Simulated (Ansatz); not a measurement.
Gas-phase reaction R1 → P1 + P2, each structure at its B3LYP-D3(BJ)/def2-SVP stationary point, reached from a drawn start (curvature not checked).
R1, Cl2Fe (SMILES [Cl][Fe][Cl]) (charge 0, multiplicity 5):
```xyz
3

Fe     0.00004     0.00000     0.00011
Cl     2.15173    -0.00356     0.00804
Cl    -2.15168     0.00357    -0.00816
```
P1, ClFe (SMILES [Cl][Fe]) (charge 0, multiplicity 6):
| atom | x (Å) | y (Å) | z (Å) |
|---|---|---|---|
| Fe | -0.0092 | -0.0185 | -1.0998 |
| Cl | 0.0092 | 0.0185 | 1.0998 |
P2: Cl atom, charge 0, multiplicity 2.

P less R. No zero-point or thermal terms; open shells are unrestricted; no spin–orbit coupling. The spin states of the d-block species are the ones drawn and need not be the lowest.

Correlated levels freeze the cores.

Codes used: Ansatz (Gaussian orbitals). All values are computed, each at the level named.

Q: One of these levels gives 108.19 kcal/mol for the reaction energy. Name it.
A) B3LYP/def2-TZVPP
B) CCSD(T)/def2-SVP
C) SVWN5/def2-TZVPP

A: A, B3LYP/def2-TZVPP. The others give 129.49 (SVWN5/def2-TZVPP), 97.05 (CCSD(T)/def2-SVP)

Ansatz is a first-principles code.
